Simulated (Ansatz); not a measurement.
Cartesian coordinates in Å:
```
O 1.526 0.687 -1.062
Si 0.386 1.050 0.045
F 1.032 1.300 1.486
Si -1.056 -0.794 0.259
Br 0.289 -2.559 -0.061
H 1.848 -0.219 -1.080
H -0.236 2.320 -0.385
H -1.687 -0.943 1.593
H -2.102 -0.841 -0.793
```

Total charge 0; spin multiplicity 1.

**Question.** List the r2SCAN/def2-TZVPP orbital energies in eV (the Gaussian-basis code of Ansatz). (Best estimate.)

**Answer.** Computed: Occupied: -13122.25, -1792.56, -1792.13, -1695.47, -1526.23, -1526.18, -1526.17, -666.29, -516.41, -235.13, -175.35, -175.15, -175.15, -142.84, -142.54, -97.74, -97.70, -97.67, -97.47, -97.36, -97.35, -69.19, -69.13, -69.13, -68.98, -68.98, -31.41, -27.00, -20.48, -15.15, -14.03, -12.93, -11.46, -11.20, -10.66, -9.89, -9.74, -9.54, -8.84, -8.40, -7.77, -7.20. Lowest empty: -1.76, -0.93, 0.20, 0.33, 0.96, 1.61, 1.72, 2.57.
